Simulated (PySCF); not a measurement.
Correlation energy of Mo³⁺ (molybdenum, charge +3)

[Kr] 4d3, high-spin 4F determinant. All numbers are calculated (PySCF 2.14, scalar relativity by spin-free X2C-1e, in aug-cc-pVTZ-DK). Frozen: [Kr]; 3 electrons correlated.

| level | correlation energy (mhartree) |
| --- | --- |
| CCSD | -18.08 |
| (T) | -0.06 |
| CCSD(T) | -18.14 |

Diagnostics: T1 = 0.00054, D1 = 0.0008, largest double amplitude 0.016.

Cost of the coupled-cluster step: about 9 core-seconds, for 3 correlated electrons.
